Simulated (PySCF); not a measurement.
# Computed properties of ethynylcyclopropane (C5H6), SMILES C#CC1CC1

C5H6, SMILES C#CC1CC1. Geometry: B3LYP-D3(BJ)/def2-SVP. The values are those of a single conformer. All values are computed for the isolated molecule unless a solvent is named; none is compared with measurement here.

**Structure.** The optimised structure has Cs symmetry. All 27 harmonic modes at B3LYP-D3(BJ)/def2-SVP (PySCF) are real, so it is a minimum. With heavy atoms numbered as in [CH:1]#[C:2][CH:3]1[CH2:4][CH2:5]1, the shortest bond between them is C1–C2 at 1.213 Å and the longest C3–C5 at 1.520 Å.

**Vibrations.** The strongest infrared lines (harmonic, unscaled, degenerate partners summed) lie at 3473 cm⁻¹ (80 km/mol, H 86 %, C 14 %), 656 cm⁻¹ (42 km/mol, H 77 %, C 23 %), 707 cm⁻¹ (36 km/mol, H 77 %, C 23 %). The softest mode is at 203 cm⁻¹ and the zero-point energy is 56.7 kcal/mol.

**Electronic structure.** M06-2X/def2-TZVP (PySCF) places the frontier levels at -8.35 and 1.64 eV, a gap of 9.99 eV, and gives a dipole moment of 0.97 D and a mean polarisability of 55.3 bohr³. PBE/def2-TZVP (PySCF) at the same geometry gives -6.02 and -0.14 eV, so its gap is 4.11 eV narrower. An orbital gap is neither the optical nor the fundamental gap.

**Excitations.** TDA-CAM-B3LYP/def2-SVPD (PySCF) has S1 at 6.16 eV (201 nm, f = 0.001, dark); the most intense of the 10 singlets computed lies at 8.31 eV (f = 0.06). T1 (TDA) is at 5.20 eV, 0.96 eV under S1. TDA-PBE/def2-SVPD (PySCF) puts S1 at 5.88 eV. No vertical singlet excitation falls in the visible range (under 3.1 eV).

**NMR.** GIAO shifts at HF/pcSseg-1 (PySCF) (non-relativistic, atoms alike by connectivity averaged): ¹³C from -3.4 to 91.7 ppm against TMS; ¹H from 1.0 to 2.4 ppm against TMS.

**Solvation.** SMD-ωB97X/6-31G* (PySCF) gives -1.4 kcal/mol in water, -4.1 kcal/mol in n-hexane, -4.4 kcal/mol in toluene (1 M in both phases, gas-phase geometry); of these solvents toluene holds the molecule best.
